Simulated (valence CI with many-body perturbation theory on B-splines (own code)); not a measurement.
# E1 line list for Nb⁸⁺

Computed by configuration interaction combined with many-body perturbation theory (CI+MBPT): five valence electrons over a frozen Dirac-Fock core [Ar] 3d10, radial functions for each j: 11 s, 11 p, 10 d, 8 f, 5 g, 2 h, with the one-electron correlation potential Σ1, the two-electron term Σ2, the three-electron term Σ3, Breit, model QED; selected CI, second order for the rest (own B-spline code, finite nucleus).

No measured spectrum was set against this ion. As an estimate, levels hold to about 250 cm⁻¹ or 0.2 % of their energy and the worst to 1 %, as in measured heavy ions of charge 2 to 7; those with d or f electrons hold less well. Among the levels kept, up to 2900 cm⁻¹ of a level comes from second order outside the variational space, and about a tenth of that is noise between levels of different J, which matters for small intervals.

Lines 51 to 100 of 584 in falling wavelength, among levels below 88.388 eV, chosen from the strongest by gf and those to the six lowest levels. Wavelengths and rates use the calculated energies, so an error of 600 cm⁻¹ moves a line at 51.65 nm by 0.31 % and its rate by three times that or more. Electric multipoles are in the length gauge, E1 and E2 with the static RPA response of the core. Weak lines are less certain than strong ones. Lines between different terms over intervals too small for the method are left out, as are lines whose strength nearly cancels. Where a level lies close to another of its J and parity, the split of strength between their lines is uncertain. The highest levels of a list are the least certain.

Names give the largest LS component (configuration and term), which can be under half, so a name can repeat, a term be missing and a line seem to break the LS rules; names also repeat where a configuration has a term twice. Letters in brackets count levels of one name in rising energy.

```
λ vac (nm)                  Upper                  Lower   A (s⁻¹)  S (a.u.)
     51.65  4s.4p3.4d 2F°_7/2 [a]  4s2.4p2.4d 2D_5/2 [a]  4.62e+08  2.51e-01
     51.34          4s.4p4 2D_5/2        4s2.4p3 2P°_3/2  6.55e+08  2.63e-01
     50.52  4s.4p3.4d 4F°_9/2 [a]      4s2.4p2.4d 4F_9/2  5.75e+08  3.66e-01
     49.66  4s.4p3.4d 4F°_7/2 [a]      4s2.4p2.4d 4F_7/2  5.50e+08  2.66e-01
     49.30          4s.4p4 2D_3/2        4s2.4p3 2P°_1/2  2.63e+08  6.22e-02
     49.29            4p5 2P°_1/2          4s.4p4 2P_3/2  2.15e+09  2.54e-01
     48.49          4s.4p4 4P_5/2        4s2.4p3 4S°_3/2  1.54e+09  5.20e-01
     47.55     4s.4p3.4d 4G°_11/2      4s2.4p2.4d 4F_9/2  1.34e+09  8.50e-01
     46.55      4s.4p3.4d 4G°_9/2      4s2.4p2.4d 4F_7/2  1.39e+09  6.90e-01
     46.09      4s.4p3.4d 4S°_3/2      4s2.4p2.4d 4P_5/2  1.87e+09  3.61e-01
     45.80            4p5 2P°_3/2          4s.4p4 2D_5/2  3.86e+09  7.33e-01
     45.74          4s.4p4 4P_3/2        4s2.4p3 4S°_3/2  1.99e+09  3.77e-01
     45.36      4s.4p3.4d 4G°_7/2      4s2.4p2.4d 4F_5/2  1.37e+09  5.03e-01
     45.04  4s.4p3.4d 4F°_9/2 [b]      4s2.4p2.4d 4D_7/2  7.19e+08  3.24e-01
     45.01            4p5 2P°_3/2          4s.4p4 2D_3/2  1.17e+09  2.10e-01
     44.89          4s.4p4 4P_1/2        4s2.4p3 4S°_3/2  2.16e+09  1.93e-01
     44.88  4s.4p3.4d 2F°_7/2 [d]  4s2.4p2.4d 2F_7/2 [b]  1.46e+09  5.21e-01
     44.63      4s.4p3.4d 4G°_5/2      4s2.4p2.4d 4F_3/2  1.38e+09  3.65e-01
     44.58  4s.4p3.4d 2G°_9/2 [a]  4s2.4p2.4d 2F_7/2 [a]  8.58e+08  3.75e-01
     44.36          4s.4p4 2D_5/2        4s2.4p3 2D°_5/2  3.02e+09  7.81e-01
     44.21  4s.4p3.4d 2F°_5/2 [d]  4s2.4p2.4d 2F_5/2 [b]  1.05e+09  2.69e-01
     43.72          4s.4p4 2D_3/2        4s2.4p3 2D°_3/2  4.19e+09  6.91e-01
     43.64  4s.4p3.4d 4D°_7/2 [c]      4s2.4p2.4d 2G_7/2  9.56e+08  3.14e-01
     43.58          4s.4p4 2P_3/2        4s2.4p3 2P°_3/2  8.47e+08  1.38e-01
     43.54  4s.4p3.4d 2G°_7/2 [a]  4s2.4p2.4d 2F_5/2 [a]  9.51e+08  3.10e-01
     43.28  4s.4p3.4d 2G°_7/2 [b]      4s2.4p2.4d 2G_7/2  1.04e+09  3.34e-01
     43.28  4s.4p3.4d 4F°_7/2 [b]      4s2.4p2.4d 4D_5/2  9.11e+08  2.92e-01
     43.21  4s.4p3.4d 4F°_5/2 [b]      4s2.4p2.4d 4D_5/2  8.56e+08  2.04e-01
     42.73  4s.4p3.4d 2G°_9/2 [b]      4s2.4p2.4d 2G_9/2  4.41e+09  1.70e+00
     42.36  4s.4p3.4d 2D°_5/2 [c]  4s2.4p2.4d 2D_5/2 [a]  1.09e+09  2.46e-01
     42.06     4s2.4p2.4f 2D°_5/2  4s2.4p2.4d 2F_7/2 [b]  3.28e+09  7.23e-01
     41.93  4s.4p3.4d 2P°_3/2 [e]  4s2.4p2.4d 2D_5/2 [c]  1.92e+09  2.79e-01
     41.92  4s.4p3.4d 2D°_3/2 [a]      4s2.4p2.4d 4D_5/2  1.57e+09  2.28e-01
     41.89          4s.4p4 2S_1/2        4s2.4p3 2P°_1/2  4.40e+09  3.19e-01
     41.84  4s.4p3.4d 4F°_9/2 [b]      4s2.4p2.4d 4F_9/2  1.26e+09  4.57e-01
     41.43          4s.4p4 2P_3/2        4s2.4p3 2P°_1/2  6.92e+08  9.71e-02
     41.42            4p5 2P°_1/2          4s.4p4 2D_3/2  3.43e+09  2.41e-01
     41.23  4s.4p3.4d 4P°_5/2 [a]  4s2.4p2.4d 2F_7/2 [a]  9.85e+08  2.05e-01
     41.15  4s.4p3.4d 4F°_5/2 [b]  4s2.4p2.4d 2F_5/2 [a]  1.04e+09  2.15e-01
     41.12  4s.4p3.4d 2G°_7/2 [b]      4s2.4p2.4d 4D_7/2  2.05e+09  5.63e-01
     41.10  4s.4p3.4d 4D°_3/2 [b]      4s2.4p2.4d 4F_5/2  1.44e+09  1.97e-01
     41.09  4s.4p3.4d 2D°_3/2 [c]  4s2.4p2.4d 2D_3/2 [a]  1.64e+09  2.24e-01
     41.09  4s.4p3.4d 2D°_5/2 [b]      4s2.4p2.4d 4D_7/2  1.31e+09  2.70e-01
     41.04  4s.4p3.4d 4F°_7/2 [b]      4s2.4p2.4d 4F_7/2  8.46e+08  2.31e-01
     40.97  4s.4p3.4d 4D°_7/2 [b]  4s2.4p2.4d 2F_7/2 [a]  1.71e+09  4.65e-01
     40.88  4s.4p3.4d 2P°_3/2 [a]  4s2.4p2.4d 2P_3/2 [a]  1.68e+09  2.26e-01
     40.85  4s.4p3.4d 4D°_1/2 [b]      4s2.4p2.4d 4F_3/2  3.25e+09  2.19e-01
     40.74     4s2.4p2.5p 4S°_3/2  4s2.4p2.4d 2D_3/2 [b]  1.49e+09  1.98e-01
     40.50  4s.4p3.4d 2P°_3/2 [c]  4s2.4p2.4d 2F_5/2 [b]  3.57e+09  4.68e-01
     40.50  4s.4p3.4d 2D°_5/2 [a]      4s2.4p2.4d 4F_7/2  1.01e+09  1.98e-01
```
